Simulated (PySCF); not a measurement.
Compound: C2H11BN2Si.
SMILES: `CB(C)N[SiH2]N`

Torsions of this conformer, `[CH3:1][B:2]([CH3:3])[NH:4][SiH2:5][NH2:6]`: C1–B2–N4–Si5 179°, B2–N4–Si5–N6 151°, H–N6–Si5–N4 147°, H–N6–Si5–N4 -68°.

The closed-shell ground state was solved at several levels (PySCF, density fitting, gas phase, non-relativistic). The structure is a single PBE0-D3(BJ)/def2-SVP conformer in the gas phase; no vibrational or solvent corrections.

```json
{"level": "LC-wPBE/def2-SVPD", "basis functions": "212", "HOMO (eV)": "-10.31", "LUMO (eV)": "1.98", "gap (eV)": "12.29", "dipole (D)": "1.62"}
{"level": "BHandHLYP/def2-SVPD", "basis functions": "212", "HOMO (eV)": "-8.83", "LUMO (eV)": "0.83", "gap (eV)": "9.66", "dipole (D)": "1.59"}
{"level": "wB97X-D/def2-SVPD", "basis functions": "212", "HOMO (eV)": "-9.43", "LUMO (eV)": "1.90", "gap (eV)": "11.33", "dipole (D)": "1.62"}
{"level": "HF/def2-SVPD", "basis functions": "212", "HOMO (eV)": "-10.88", "LUMO (eV)": "2.17", "gap (eV)": "13.05", "dipole (D)": "1.54"}
{"level": "B3LYP/def2-SVPD", "basis functions": "212", "HOMO (eV)": "-7.30", "LUMO (eV)": "0.06", "gap (eV)": "7.36", "dipole (D)": "1.65"}
{"level": "PBE0/pcSseg-1", "basis functions": "164", "HOMO (eV)": "-7.46", "LUMO (eV)": "0.73", "gap (eV)": "8.19", "dipole (D)": "1.83"}
{"level": "LDA/def2-SVPD", "basis functions": "212", "HOMO (eV)": "-6.26", "LUMO (eV)": "-0.61", "gap (eV)": "5.65", "dipole (D)": "1.69"}
{"level": "PBE0/def2-SVP", "basis functions": "143", "HOMO (eV)": "-7.30", "LUMO (eV)": "0.91", "gap (eV)": "8.21", "dipole (D)": "1.92"}
{"level": "PBE0/def2-SVPD", "basis functions": "212", "HOMO (eV)": "-7.52", "LUMO (eV)": "0.34", "gap (eV)": "7.86", "dipole (D)": "1.65"}
{"level": "HF/pcSseg-1", "basis functions": "164", "HOMO (eV)": "-10.86", "LUMO (eV)": "4.11", "gap (eV)": "14.97", "dipole (D)": "1.68"}
{"level": "PBE/def2-SVPD", "basis functions": "212", "HOMO (eV)": "-6.14", "LUMO (eV)": "-0.44", "gap (eV)": "5.70", "dipole (D)": "1.71"}
{"level": "CAM-B3LYP/def2-SVPD", "basis functions": "212", "HOMO (eV)": "-8.94", "LUMO (eV)": "0.97", "gap (eV)": "9.91", "dipole (D)": "1.63"}
{"level": "PBE0/aug-cc-pVDZ", "basis functions": "241", "HOMO (eV)": "-7.48", "LUMO (eV)": "-0.25", "gap (eV)": "7.23", "dipole (D)": "1.61"}
```

(1) Estimate the row for PBE0/def2-TZVP, a basis of 258 functions; the other rows only guide the guess.

(2) Over all these levels, which gives the widest orbital gap and which the narrowest?

(3) How much does the basis alone move the frontier levels among the 5 PBE0 rows (the withheld one included)?

(4) In the def2-SVPD basis, how does the gap go with the fixed share of exact exchange?

(5) How far do the dipole and the HOMO energy spread over the levels?

Answers

(1) HOMO -7.49 eV, LUMO 0.58 eV, gap 8.07 eV, dipole 1.74 D.

(2) HF/pcSseg-1 (Hartree–Fock, all exact exchange) has the widest, 14.97 eV, and LDA/def2-SVPD (LDA) the narrowest, 5.65 eV. Functional and basis both differ between the two, so the spread mixes both effects. The HOMO need not be the same orbital at Hartree–Fock and at DFT levels.

(3) The HOMO by 0.22 eV and the LUMO by 1.16 eV. By rising basis size (HOMO, LUMO in eV): def2-SVP -7.30, 0.91; pcSseg-1 -7.46, 0.73; def2-SVPD -7.52, 0.34; aug-cc-pVDZ -7.48, -0.25; def2-TZVP -7.49, 0.58.

(4) LDA (0 %) 5.65 eV; PBE (0 %) 5.70 eV; B3LYP (20 %) 7.36 eV; PBE0 (25 %) 7.86 eV; BHandHLYP (50 %) 9.66 eV; HF (100 %) 13.05 eV. Each rise in the share widens the gap here.

(5) The dipole runs from 1.54 to 1.92 D (mean 1.68 D) and the HOMO from -10.88 to -6.14 eV.
